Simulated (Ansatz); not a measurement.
A nudged elastic band was laid between two geometries of a periodic cell of 17 atoms, LiBe16 (host Be, host structure hcp, interstitial Li).

Theory: Ansatz, DFT PBE-D3(BJ), scalar-relativistic, plane waves, PAW. Settings: cutoff 420 eV, k mesh 4x4x3, gaussian smearing 0.1 eV, no spin polarisation.

- movable images: 7
- climbing image: yes
- spring: 5.0 eV/Å²
- optimiser: quadratic models (default)
- start path: straight line
- force threshold: 0.03 eV/Å
- iteration limit: 15
- end points: relaxed

Initial state:

```xyz
17
Lattice="-2.2900 -3.9664 0.0000 3.4350 -1.9832 0.0000 0.0000 0.0000 7.1769" Properties=species:S:1:pos:R:3
Be 0.067 -4.070 0.051
Be 0.026 -2.724 1.810
Be -0.273 -3.977 3.645
Be 0.028 -2.723 5.470
Be -1.050 -2.092 0.049
Be 2.525 -2.807 1.816
Be -1.174 -2.358 3.632
Be 2.527 -2.806 5.460
Be 1.275 -2.145 0.053
Be 1.356 -0.873 1.826
Be 0.331 -1.191 3.647
Be 1.357 -0.873 5.463
Be 0.130 -0.116 0.050
Be 1.200 -4.611 1.806
Be -0.512 0.419 3.633
Be 1.201 -4.615 5.465
Li 1.306 -2.744 3.641
```

Final state:

```xyz
17
Lattice="-2.2900 -3.9664 0.0000 3.4350 -1.9832 0.0000 0.0000 0.0000 7.1769" Properties=species:S:1:pos:R:3
Be -1.081 -3.653 -0.053
Be 0.083 -2.629 1.779
Be 0.201 -3.997 3.536
Be 0.082 -2.630 5.297
Be -0.825 -1.770 -0.048
Be 2.302 -2.697 1.783
Be -1.004 -2.011 3.538
Be 2.303 -2.697 5.297
Be 1.029 -1.740 -0.052
Be 1.423 -0.735 1.768
Be 1.262 -1.986 3.538
Be 1.422 -0.734 5.304
Be -0.603 0.223 -0.047
Be 1.401 -4.747 1.774
Be 0.156 -0.050 3.538
Be 1.399 -4.748 5.302
Li 0.751 -3.728 7.126
```

(1) What changes between the two ends?

(2) What energy profile does the band end with?

Answers

(1) Contacts lost: Be3–Li17, Be7–Li17, Be11–Li17, Be15–Li17. Contacts made: Be1–Li17, Be5–Li17, Be9–Li17, Be13–Li17. The atom that moves furthest is Li17, by 3.66 Å.

(2) The run ended unconverged. The highest image is number 4 of 0 to 8, 0.78 eV above the ends, which have the same energy within 2 meV. The band didn't meet its force threshold, so its energies are provisional: the largest band force was still 0.16 eV/Å, and over the last iterations the top stayed at 0.79 eV. Limits of this set-up: coarse k mesh.

```tsv
image	path coordinate (Å)	energy (eV)	Be3–Li17 (Å)	Be7–Li17 (Å)	Be11–Li17 (Å)
0	0.00	0.00	2.00	1.86	1.83
1	1.08	0.36	2.05	1.87	1.85
2	2.17	0.45	2.24	2.02	2.00
3	3.25	0.04	2.53	2.27	2.14
4	4.33	0.78	2.25	2.27	2.25
5	5.44	0.05	2.11	2.23	2.49
6	6.54	0.44	2.43	2.76	2.93
7	7.65	0.37	3.11	3.51	3.54
8	8.75	0.00	3.64	3.97	4.02
```

Time of the run: 16 min on 1 thread of Arm Neoverse V1, with other jobs on the host, peak memory 0.69 GiB.
